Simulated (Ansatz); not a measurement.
Calculated with Ansatz (gas phase, PBE0-D4/def2-TZVP geometries, no zero-point term in ΔE). CCSD(T)/CBS adds triple-zeta CCSD(T) − MP2 to the extrapolated MP2 energy (def2 sets, frozen cores). DFT in def2-TZVPP. B3LYP here is the variant with VWN-RPA as its local correlation; programs differ in this. Each species was taken in one conformer, which may not be the lowest.

`CSC(C)(C)C` + `CO[Si](N)(F)F` → `CN[Si](F)(F)OC` + `CC(C)(C)S`  (substitution at a C–S bond)

| level | ΔE (kJ/mol) | difference from CCSD(T)/CBS |
| --- | --- | --- |
| PBE-D4 | 33.6 | -1.4 |
| r2SCAN-D4 | 35.0 | 0.0 |
| PBE0-D4 | 33.1 | -1.9 |
| B3LYP-D4 | 30.6 | -4.4 |
| ωB97X-V | 30.9 | -4.1 |
| ωB97M-V | 33.3 | -1.7 |
| B2PLYP | 31.1 | -3.9 |
| PBE | 31.6 | -3.4 |
| r2SCAN | 34.3 | -0.7 |
| PBE0 | 31.3 | -3.7 |
| B3LYP | 27.4 | -7.6 |
| HF/def2-TZVPP | 21.9 | -13.1 |
| MP2/def2-TZVPP | 37.4 | 2.4 |
| SCS-MP2/def2-TZVPP | 32.3 | -2.7 |
| CCSD/def2-TZVPP | 29.3 | -5.7 |
| CCSD(T)/def2-TZVPP | 31.5 | -3.5 |
| HF/def2-QZVPP | 22.1 | -12.9 |
| MP2/def2-QZVPP | 39.5 | 4.5 |
| SCS-MP2/def2-QZVPP | 34.3 | -0.7 |
| HF/CBS(def2) | 22.1 | -12.9 |
| MP2/CBS(def2) | 40.9 | 5.9 |
| CCSD/CBS(def2) | 32.8 | -2.2 |
| CCSD(T)/CBS | 35.0 | 0 |

Largest T1 diagnostic among the species: 0.011.

In def2-TZVPP, CCSD(T) changes the Hartree–Fock value by +9.6 kJ/mol (the triples alone add +2.3 kJ/mol) and MP2 by +15.5 kJ/mol. The D4 term adds +3.2 kJ/mol with B3LYP and +1.8 kJ/mol with PBE0; it sums over pairs of atoms, weighted by their polarisabilities, and B3LYP, whose exchange is more repulsive, gets the larger term.
